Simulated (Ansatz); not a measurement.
Frontier orbitals of `F[Si](F)(I)I`.

Cartesian coordinates in Å:
```
F 0.7730 -0.8319 1.2261
Si -0.0068 0.0167 0.1486
F -0.8721 1.0745 0.9372
I -1.4725 -1.4336 -1.0796
I 1.5783 1.1743 -1.2324
```

Total charge 0; spin multiplicity 1. Correlated methods include outer-core shells of I, which these sets cover unevenly. I: def2 effective core potential. All single points use the PBE0-D4/def2-TZVP geometry. Basis def2-TZVPP, Ansatz 0.2.0.

Orbital energies of one run (eV). Highest occupied ones, from the top: -6.93, -7.11, -7.44, -7.61, -8.68, -10.19, -10.60, -10.94, -11.80, -11.87, -12.66, -14.25, -17.98, -18.48. Empty: -2.42, -0.74, -0.34, -0.14, 2.06, 2.15.

Which functional gave them?
A. HSE06 (plane-wave form)
B. PBE
C. ωB97M-V
D. ωB97X-V

B. HOMO energies: PBE -6.93, ωB97X-V -10.29, HSE06 -7.69, ωB97M-V -10.16 eV.
